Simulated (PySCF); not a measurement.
Compound: C5H12O2Si.
Numbering: `[CH3:1][CH2:2][CH2:3][CH2:4][C:5](=[O:6])[O:7][SiH3:8]` (hydrogens: H9, H10, H11 on C1; H12, H13 on C2; H14, H15 on C3; H16, H17 on C4; H18, H19, H20 on Si8)

The same species was optimised twice, with GFN2-xTB and with PBE0-D3(BJ)/def2-SVP (PySCF), and the same property calculations (PySCF, gas phase) were run on both structures.

```tsv
coordinate	GFN2-xTB	PBE0-D3(BJ)/def2-SVP	change
O7–Si8 (Å)	1.661	1.718	+0.057
C5–O7 (Å)	1.330	1.339	+0.009
C3–C4 (Å)	1.525	1.517	-0.008
C4–C5 (Å)	1.507	1.501	-0.006
C5=O6 (Å)	1.201	1.207	+0.006
C2–C3 (Å)	1.526	1.522	-0.004
C1–C2 (Å)	1.523	1.520	-0.003
C5–O7–Si8 (°)	123.5	116.4	-7.1
C2–C3–C4 (°)	111.5	113.1	+1.6
C1–C2–C3 (°)	111.8	113.1	+1.3
C4–C5–O7 (°)	112.0	113.1	+1.1
C3–C4–C5 (°)	112.8	113.7	+0.9
O6–C5–O7 (°)	122.3	121.4	-0.9
C4–C5–O6 (°)	125.6	125.4	-0.2
C1–C2–C3–C4 (°)	180	180	0
C2–C3–C4–C5 (°)	180	178	-2
C3–C4–C5–O6 (°)	0	-7	-7
C4–C5–O7–Si8 (°)	180	178	-2
```

Rotational constants: A = 7362, B = 557.8, C = 528.5 MHz (GFN2-xTB) against A = 7405, B = 556.9, C = 528.3 MHz (PBE0-D3(BJ)/def2-SVP). Atoms that the bonding makes alike are paired by their places after alignment.

On the GFN2-xTB structure: HOMO (eV) -8.12 [PBE0/pcSseg-1]; LUMO (eV) 0.15 [PBE0/pcSseg-1]; dipole (D) 1.68 [PBE0/pcSseg-1]; GIAO shielding of C1 (ppm) 169.9 [PBE0/pcSseg-1]; GIAO shielding of C2 (ppm) 159.7 [PBE0/pcSseg-1]; GIAO shielding of C3 (ppm) 155.7 [PBE0/pcSseg-1]; GIAO shielding of C4 (ppm) 147.1 [PBE0/pcSseg-1]; GIAO shielding of C5 (ppm) 6.8 [PBE0/pcSseg-1]; GIAO shielding of O6 (ppm) -116.3 [PBE0/pcSseg-1]; GIAO shielding of O7 (ppm) 153.4 [PBE0/pcSseg-1]; GIAO shielding of Si8 (ppm) 390.6 [PBE0/pcSseg-1].

**Question.** What do these properties become on the PBE0-D3(BJ)/def2-SVP structure?

**Answer.** 
```tsv
property	level	on GFN2-xTB	on PBE0-D3(BJ)/def2-SVP	change
HOMO (eV)	PBE0/pcSseg-1	-8.12	-8.22	-0.10
LUMO (eV)	PBE0/pcSseg-1	0.15	0.05	-0.10
dipole (D)	PBE0/pcSseg-1	1.68	1.54	-0.14
energy, GFN2-xTB geometry as zero (kcal/mol)	PBE0/pcSseg-1	0.0	-2.8	-2.8
GIAO shielding of C1 (ppm)	PBE0/pcSseg-1	169.9	167.9	-2.0
GIAO shielding of C2 (ppm)	PBE0/pcSseg-1	159.7	158.7	-1.0
GIAO shielding of C3 (ppm)	PBE0/pcSseg-1	155.7	155.4	-0.3
GIAO shielding of C4 (ppm)	PBE0/pcSseg-1	147.1	147.8	+0.7
GIAO shielding of C5 (ppm)	PBE0/pcSseg-1	6.8	3.2	-3.6
GIAO shielding of O6 (ppm)	PBE0/pcSseg-1	-116.3	-121.2	-4.9
GIAO shielding of O7 (ppm)	PBE0/pcSseg-1	153.4	137.4	-16.0
GIAO shielding of Si8 (ppm)	PBE0/pcSseg-1	390.6	386.6	-4.0
```

The heavy atoms differ by 0.077 Å rms after alignment. Among bonds between heavy atoms O7–Si8 changes most (+0.057 Å). Changes are differences of the printed values. Neither structure is proved a minimum here.

Shape of the structure used: `[CH3:1][CH2:2][CH2:3][CH2:4][C:5](=[O:6])[O:7][SiH3:8]`: C1–C2–C3–C4 180°, C2–C3–C4–C5 178°, C3–C4–C5–O6 -7°, C4–C5–O7–Si8 178°.
